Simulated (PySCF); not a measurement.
# Computed structure and properties of [OsOF5]+

System: [OsOF5]+ (singlet); start: displaced along the imaginary mode (C1). Method: PySCF 2.14.0, RKS TPSS, Os def2-SVP with ECP60, O def2-SVP, F def2-SVP; non-relativistic Hamiltonian with scalar-relativistic core potentials where named; density fitting; no spin-orbit coupling.

Input of the relaxation:

```python
mol = gto.M(atom='''
Os     0.03268    -0.00326     0.03599
O      1.38758    -0.19510     1.03652
F     -0.59088     1.31047     1.20514
F     -1.03073    -1.09251     1.11011
F      1.32043     0.20389    -1.31454
F     -0.80242     1.18919    -1.13773
F     -0.39481    -1.41381    -1.09926''',
    basis={'Os': 'def2-SVP', 'O': 'def2-SVP', 'F': 'def2-SVP'},
    ecp={'Os': 'def2-SVP'},
    charge=1, spin=0)
mf = dft.RKS(mol, xc='TPSS')
mf.grids.atom_grid = (50, 194)
mf = mf.density_fit()  # fitting sets: Os def2-universal-JKFIT, O def2-universal-JKFIT, F def2-universal-JKFIT
mf.conv_tol = 1e-08; mf.max_cycle = 55
mf.kernel(dm0)  # dm0: converged density of the start geometry
# quasi-Newton relaxation in Cartesian coordinates to a largest gradient under 0.00045 Eh/bohr, steps kept in the point group
```

Run from Python with OMP_NUM_THREADS=2; the lines above give its settings. Where DIIS fails, smearing, a level shift and second-order steps follow.
It took 76 s on 2 threads of Arm Neoverse V2 (shared host), from the converged density of the start.

Course of the relaxation:

| step | energy above end (eV) | largest force component within the symmetry (eV/Å) |
| --- | --- | --- |
| 0 | 0.6530 | 0.469 |
| 1 | 0.5926 | 0.247 |
| 2 | 0.5280 | 0.328 |
| 3 | 0.4432 | 0.324 |
| 4 | 0.3404 | 0.299 |
| 5 | 0.2343 | 0.269 |
| 6 | 0.0944 | 0.629 |
| 7 | 0.0555 | 0.336 |
| 8 | 0.0157 | 0.220 |
| 9 | 0.0042 | 0.130 |
| 10 | 0.0013 | 0.061 |
| 11 | 0.0001 | 0.051 |
| 12 | 0.0000 | 0.025 |
| 13 | 0.0000 | 0.003 |

Relaxed geometry (C4v):

```xyz
7

Os    0.0544   -0.0362    0.0320
O     1.2504   -0.7145    1.0301
F    -0.0558    1.5171    0.9957
F    -1.3266   -0.7310    1.0145
F     1.2689    0.7549   -1.0877
F    -1.2569    0.6980   -1.0674
F    -0.0126   -1.4894   -1.0810
```

| contact | Å |
| --- | --- |
| Os1–O2 (O) | 1.699 |
| Os1–F3 (F) | 1.831 |
| Os1–F4 (F) | 1.832 |
| Os1–F5 (F) | 1.832 |
| Os1–F6 (F) | 1.862 |
| Os1–F7 (F) | 1.832 |

On the finer grid (75, 302):

```
HOMO                                                          : -17.17 eV
LUMO                                                          : -15.02 eV
Dipole about the centre of mass                               : 1.26 D
Set of Mulliken populations of Os1 outside the core potential : s 2.39, p 6.47, d 5.14, f 0.29
D3(BJ) dispersion energy (not in the energies)                : -0.166 eV
```

```
atom  Mulliken (e)  Löwdin (e)  spin (e)
 Os1          1.72        0.54      0.00
  O2         -0.05        0.19      0.00
  F3         -0.13        0.06      0.00
  F4         -0.13        0.06      0.00
  F5         -0.13        0.06      0.00
  F6         -0.16        0.02      0.00
  F7         -0.13        0.06      0.00
```

No frequency check is given for this geometry.

Rigid scan of O along the line from its metal:

```
distance to O2 (Å)  energy (eV)
              1.40        4.295
              1.50        1.544
              1.60        0.315
              1.70        0.000
              1.80        0.215
              1.90        0.719
              2.00        1.363
              2.15        2.399
```

Taking off one F (charge -1, singlet; the rest: singlet) in vacuum, both parts rigid, costs 21.26 eV; the small basis without counterpoise inflates it. Most of it is the attraction of opposite charges; other ways to part are cheaper, and one spin state was tried for the rest.

Rigid scan of F along the line from its metal:

(distance to F3 (Å), energy (eV)): (1.53, 2.666), (1.63, 0.967), (1.73, 0.199), (1.83, 0.000), (1.93, 0.139), (2.03, 0.465), (2.23, 1.342), (2.53, 2.620), (2.93, 3.795)

One start shape was tried, so this needn't be the lowest isomer.
